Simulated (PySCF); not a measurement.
```xyz
3
charge 0 multiplicity 2, angstrom
Ga    0.0000    0.0000   -0.8007
Br    2.0139    0.0000    0.3497
Br   -2.0139    0.0000    0.3497
```

These are results of UPBE0 in PySCF with Ga def2-SVP, Br def2-SVP; no relativity; density-fitted integrals, not measurements.

This geometry of GaBr2 is a stationary point at this level.

**Question.** What is the point group?

**Answer.** C2v.

**Question.** Is it a minimum?

**Answer.** Yes: all harmonic wavenumbers are real.

**Question.** What are the dipole moment and the gap between the highest occupied and lowest empty levels of either spin?

**Answer.** 1.47 D and 2.79 eV.

**Question.** Give the ideal-gas entropy at 298.15 K and 1 bar by parts.

**Answer.** translation 176.5, rotation 114.1, vibration 29.0, spin 5.8; total 325.4 J/(mol K).

**Question.** What is the atomisation energy, with and without zero-point energy?

**Answer.** 609 kJ/mol without, 605 kJ/mol with.

This need not be the most stable arrangement of these atoms.
